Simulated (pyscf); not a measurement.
# Rearrangement: `[CH2]=[CH][SiH3]` → `[CH2]1[CH2][SiH2]1`

Gas phase, singlet surface, charge 0. Bonds broken: Si3–H7. Bonds formed: C1–Si3, C2–H7. Optimised with ωB97X-D3(BJ)/def2-SVP in PySCF. MP2 and CC: frozen core, UHF for open shells. ΔMP2 is the change of the MP2 total energy from the triple- to the quadruple-zeta basis.

Transition state (Å):

```xyz
9

C     -1.9178    -0.1077    -0.2070
C     -0.7153     0.7470    -0.1979
Si    -1.1519    -0.5520    -1.8790
H     -2.8766     0.4193    -0.3152
H     -1.9854    -0.9931     0.4481
H      0.1237     0.1929     0.2773
H      0.0479     0.3701    -1.6626
H     -0.7623    -1.9799    -1.9565
H     -1.8769    -0.0307    -3.0582
```

One imaginary mode, 740i cm⁻¹; descent along it reached the two sides named.

```
bond    change  reactant side (Å)  saddle  product side
------  ------  -----------------  ------  ------------
Si3–H7  breaks              1.494   1.529         2.578
C1–Si3   forms                2.8   1.892         1.857
C2–H7    forms                2.8   1.694         1.096
```

Electronic energies relative to the reactant's lowest minimum found (kcal/mol):

| level | barrier | reaction energy | reverse barrier |
|---|---|---|---|
| ωB97X-D3(BJ)/def2-TZVP | 70.2 | +6.6 | 63.5 |
| PBE/def2-TZVP | 65.6 | +4.3 | 61.3 |
| r²SCAN/def2-TZVP | 67.4 | +5.1 | 62.3 |
| B3LYP-D3(BJ)/def2-TZVP | 71.6 | +9.9 | 61.7 |
| PBE0-D3(BJ)/def2-TZVP | 67.6 | +4.0 | 63.5 |
| M06-2X/def2-TZVP | 69.2 | +5.4 | 63.7 |
| ωB97M-D3(BJ)/def2-TZVP | 69.5 | +7.4 | 62.1 |
| HF/def2-TZVP | 77.2 | +15.7 | 61.5 |
| MP2/def2-QZVPP | 73.2 | +5.9 | 67.3 |
| CCSD/def2-TZVPP | 72.5 | +9.1 | 63.5 |
| CCSD(T)/def2-TZVPP | 71.5 | +8.7 | 62.8 |
| CCSD(T)/def2-TZVPP + ΔMP2(QZVPP) | 71.2 | +8.5 | 62.8 |

With CCSD(T)/def2-TZVPP + ΔMP2(QZVPP) energies and thermal terms (ideal gas, 1 atm, RRHO with modes under 100 cm⁻¹ raised to 100, one conformer, R ln 2 for rigid chiral ones), in kcal/mol:

```
T (K)   ΔH‡   ΔG‡    ΔH     ΔG
-----  ----  ----  ----  -----
298    69.1  69.5  +9.7  +11.1
600    68.8  70.0  +9.6  +12.7
900    68.4  70.7  +9.5  +14.3
1200   68.0  71.6  +9.4  +15.9
```

One saddle was located; it need not be the lowest between these sides. The CCSD(T) − MP2 part came from Ansatz, without density fitting, on the same reference.
